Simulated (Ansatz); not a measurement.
The same substitution along the group O, S, Se.

Program: Ansatz. Geometries: PBE0-D4/def2-TZVP. ΔE: electronic, gas phase. CBS: MP2 limit from def2 TZ/QZ plus the TZ coupled-cluster correction, frozen cores. This one scheme is used for every species. Functionals use def2-TZVPP. For Se outer-core shells are correlated without core-valence functions, which leaves a few kJ/mol of doubt a bond. Scalar relativity is left out up to krypton. Each species was taken in one conformer, which may not be the lowest.

```json
{"reaction": "`COCN` + `C#CNC` → `C#CN(C)CN` + CH₃OH", "PBE0-D4 (kcal/mol)": "-1.9"}
{"reaction": "`CSCN` + `C#CNC` → `C#CN(C)CN` + CH₃SH", "PBE0-D4 (kcal/mol)": "1.6"}
{"reaction": "`C[Se]CN` + `C#CNC` → `C#CN(C)CN` + `C[SeH]`", "PBE0-D4 (kcal/mol)": "1.7"}
```

Task: Give the CCSD(T)/CBS values in the same order. (Estimate.)

Result: Computed: -2.7, 0.9, 1.4 kcal/mol.

Largest T1 diagnostic: 0.012, for `C#CNC`.
